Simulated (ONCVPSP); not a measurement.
technetium (Tc): one change to an ONCV potential, before and after

- Element: technetium
- Generator: ONCVPSP 4.0.1
- Type: optimised norm-conserving Vanderbilt (ONCV)
- Functional: BLYP
- Relativity: fully relativistic
- Frozen core: [Ar] 3d10
- Valence charge: 15
- Reference configuration: 4s2 4p6 4d5 5s2
- Partial waves: 4s+5s: rc 1.40 bohr, ncon 3, nbas 6, qcut 8.1 1/bohr, 3 projectors, debl 2.1 Ha; 4p: rc 1.70 bohr, ncon 3, nbas 7, qcut 7.5 1/bohr, 2 projectors, debl 3.4 Ha; 4d: rc 1.70 bohr, ncon 4, nbas 8, qcut 7.8 1/bohr, 2 projectors, debl 3.9 Ha
- Local potential: polynomial inside 1.15 bohr (lpopt 5, dvloc0 -1 Ha)
- Core correction: Teter function, fcfact 2.25, rcfact 1.15

Open shells are filled in proportion to 2j + 1.

All-electron outer shells of the reference configuration (BLYP, scalar-relativistic, ld1.x):

```csv
shell,level (eV),outermost node (bohr),outermost maximum (bohr)
3d,-249.77,–,0.31
4s,-73.21,0.50,0.95
4p,-45.15,0.51,1.03
4d,-6.49,0.50,1.27
5s,-4.96,1.28,2.72
```

Change: d: qcut 10.9.

Cutoffs: the cutoffs (Ha) at which the residual kinetic energy of the hardest occupied pseudo-wave falls to 1 and 0.1 mHa per electron; they do not see the model core or the augmentation charge, which bear on the density cutoff. Errors are all-electron minus pseudo energies relative to the spin-unpolarised reference configuration.

Problem. How do hardness, ghosts and transferability respond?

Solution. The potential gets harder (25 Ha and 29 Ha → 26 Ha and 33 Ha); the errors of the 4 common tests hardly move; neither file shows a bound ghost. The waves are optimised to have the least kinetic energy above qcut, so the cutoff follows it (qcut²/2 in Ha).

```csv
quantity,base,changed
"cutoff, loose",25 Ha,26 Ha
"cutoff, tight",29 Ha,33 Ha
loose cutoff by channel,"s 25 Ha, p 14 Ha, d 22 Ha","s 25 Ha, p 14 Ha, d 26 Ha"
bound ghosts,none,none
GHOST(+) flags under 300 eV,none,none
"error for 4s2 4p6 4d5 5s1, meV [ΔE 8.12 eV]",+0.1,+0.1
"error for 4s2 4p6 4d5 5s0, meV [ΔE 23.09 eV]",0.0,-0.1
"error for 4s2 4p6 4d4 5s0, meV [ΔE 51.70 eV]",+3.5,+3.2
"error for 4s2 4p6 4d5 5s1 5p1, meV [ΔE 3.75 eV]",+0.8,+0.8
s: phases at 1.42 bohr within 0.05 rad from the reference energy up to (Ha; the scan ends near 5),to the end of the scan,to the end of the scan
p3/2: phases at 1.73 bohr within 0.05 rad from the reference energy up to (Ha; the scan ends near 5),to the end of the scan,to the end of the scan
p1/2: phases at 1.73 bohr within 0.05 rad from the reference energy up to (Ha; the scan ends near 5),to the end of the scan,to the end of the scan
d5/2: phases at 1.73 bohr within 0.05 rad from the reference energy up to (Ha; the scan ends near 5),to the end of the scan,to the end of the scan
d3/2: phases at 1.73 bohr within 0.05 rad from the reference energy up to (Ha; the scan ends near 5),to the end of the scan,to the end of the scan
"rms error of d²Exc/dni dnj with the model core, mHa",5.76,5.76
```
